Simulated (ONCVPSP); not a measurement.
titanium (Ti): excitation energies, all-electron against ONCV

```
Element                 : titanium (Ti)
Generator               : ONCVPSP 4.0.1
Type                    : optimised norm-conserving Vanderbilt (ONCV)
Functional              : PBEsol
Relativity              : fully relativistic
Frozen core             : [Ne]
Valence charge          : 12
Reference configuration : 3s2 3p6 3d2.5 4s1.5
Partial waves           : 3s+4s: rc 1.95 bohr, ncon 4, nbas 8, qcut 7.7 1/bohr, 2 projectors; 3p: rc 1.50 bohr, ncon 4, nbas 7, qcut 7.5 1/bohr, 1 projector; 3d: rc 1.60 bohr, ncon 4, nbas 8, qcut 9.4 1/bohr, 1 projector
Local potential         : polynomial inside 1.10 bohr (lpopt 5, dvloc0 0 Ha)
Core correction         : polynomial model core, fcfact 0.3
```

Open shells are filled in proportion to 2j + 1.

Energies are relative to the spin-unpolarised reference configuration 3s2 3p6 3d2.5 4s1.5; without spin polarisation the order of configurations can differ from experiment.

(1) Give the all-electron excitation energy and the error of the potential for: 3s2 3p6 3d2 4s2; 3s2 3p6 3d2 4s1; 3s2 3p6 3d2 4s0; 3s2 3p6 3d2 4s0 4p1.

Levels in the configuration 3s2 3p6 3d2 4s2:

```json
{"level": "3s j=1/2", "all-electron (eV)": "-62.441", "pseudo (eV)": "-62.432"}
{"level": "3p j=3/2", "all-electron (eV)": "-38.549", "pseudo (eV)": "-38.544"}
{"level": "3p j=1/2", "all-electron (eV)": "-39.209", "pseudo (eV)": "-39.203"}
{"level": "3d j=5/2", "all-electron (eV)": "-4.258", "pseudo (eV)": "-4.249"}
{"level": "3d j=3/2", "all-electron (eV)": "-4.304", "pseudo (eV)": "-4.295"}
{"level": "4s j=1/2", "all-electron (eV)": "-4.477", "pseudo (eV)": "-4.478"}
```

## Answers

(1)

```tsv
valence configuration	charge	ΔE all-electron (eV)	error AE − PS (meV)
3s2 3p6 3d2 4s2	0	-0.350	+2.1
3s2 3p6 3d2 4s1	+1	7.009	+0.6
3s2 3p6 3d2 4s0	+2	20.480	-2.0
3s2 3p6 3d2 4s0 4p1	+1	10.788	+20
```

These tests converged, but a pseudo level misses the all-electron one widely, so the file describes the atom poorly there or has found another state: 3s2 3p6 3d2 4s0 4p1: empty 4s by 5.7 eV.
